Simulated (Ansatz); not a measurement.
Species: GeN$_{2}$H$_{5}$, charge 0, doublet. GeN2H5 (SMILES [NH][GeH2][NH2], doublet).
B3LYP-D3(BJ)/def2-TZVP minimum from Ansatz (an electronic-structure program):
```
Ge
N 1 1.8389
H 2 1.0119 1 114.07
H 2 1.0119 3 108.40 1 128.28
H 1 1.5413 2 107.46 3 -56.63
H 1 1.5413 5 112.59 2 118.14
N 1 1.8843 5 108.83 6 120.75
H 7 1.0278 1 109.04 5 -61.52
```
Charge 0, spin multiplicity 2.

Quantity: atomisation energy (electronic, to ground-state atoms), in kcal/mol. Radicals and triplets start from unrestricted determinants; spin-orbit coupling is neglected. Correlated methods leave the cores frozen (noble-gas shells, and filled d and f shells in the p block). No relativity. CBS(X,Y): correlation extrapolated as X^-3, Hartree-Fock from the larger set. A bracket is a step between two methods taken in the basis named. Double hybrids freeze cores in their MP2 part. Where a partner has so few electrons that a lower coupled-cluster level is exact, that level stands in.

CCSD(T)/CBS(cc-pVTZ,cc-pVQZ) + [CCSDT(Q) - CCSD(T)]/cc-pVDZ (Ansatz) gives 550.6 kcal/mol.

Problem. What does PBE/def2-TZVPD (Ansatz) give here, and how do the other levels compare?

Solution. PBE gives 557.7 kcal/mol, 7.1 kcal/mol above it. Differences of the others: r2SCAN/def2-TZVPD (Ansatz) -2.2; B3LYP/def2-TZVPD (Ansatz) -0.9; PBE0/def2-TZVPD (Ansatz) -6.0; wB97M-V/def2-TZVPD (Ansatz) -0.2; B2PLYP/def2-TZVPD (Ansatz) -8.8; CCSD(T)/CBS(cc-pVTZ,cc-pVQZ) (Ansatz) -0.9 kcal/mol.
